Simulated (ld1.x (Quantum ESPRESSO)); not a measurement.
**revPBE RRKJ dataset for Se, scalar-relativistic all-electron reference.**

```
Element                 : selenium (Se)
Generator               : ld1.x (Quantum ESPRESSO) 7.5
Type                    : norm-conserving RRKJ (Kleinman–Bylander form)
Functional              : revPBE
Relativity              : scalar-relativistic
Frozen core             : [Ar]
Valence charge          : 16
Reference configuration : 3d10 4s2 4p2 (charge +2)
Partial waves           : 4p (bound): rc 1.70 bohr; 3d (bound): rc 1.15 bohr; 4s (bound): rc 1.40 bohr
Local potential         : the s channel
Core correction         : none
rho0                    : 0.02
```

All-electron outer shells of the reference configuration (revPBE, scalar-relativistic, ld1.x):

```csv
shell,level (eV),outermost node (bohr),outermost maximum (bohr)
3p,-175.72,0.21,0.50
3d,-75.76,–,0.45
4s,-37.57,0.70,1.47
4p,-25.41,0.73,1.69
```

Does the generator finish with these settings?

Yes, a potential is produced and its reference levels are reproduced.

Estimate the cutoffs (Ry, on a coarse ladder) from which the occupation-weighted sum of valence levels, in a spherical-Bessel basis at the reference potential, stays within 10 and 1 mRy of its value at 400 Ry.

180 Ry and 260 Ry.

What does a ghost test show?

No extra level below or beside the all-electron valence levels (p, d, s, f tested).

Which valence shell sets the plane-wave cutoff?

3d: its level needs 180 Ry to come within 1 mRy, against 50 Ry for 4s.

Tests: 3d10 4s2 4p4; 3d10 4s2 4p3; 3d10 4s2 4p1; 3d10 4s0 4p6; 3d9 4s2 4p4; 3d9 4s2 4p5; 3d10 4s1 4p5. Which has the largest error in its energy relative to the reference configuration, and how large is it?

3d9 4s2 4p5, with -698 meV (all-electron minus pseudo) on +20.54 eV.
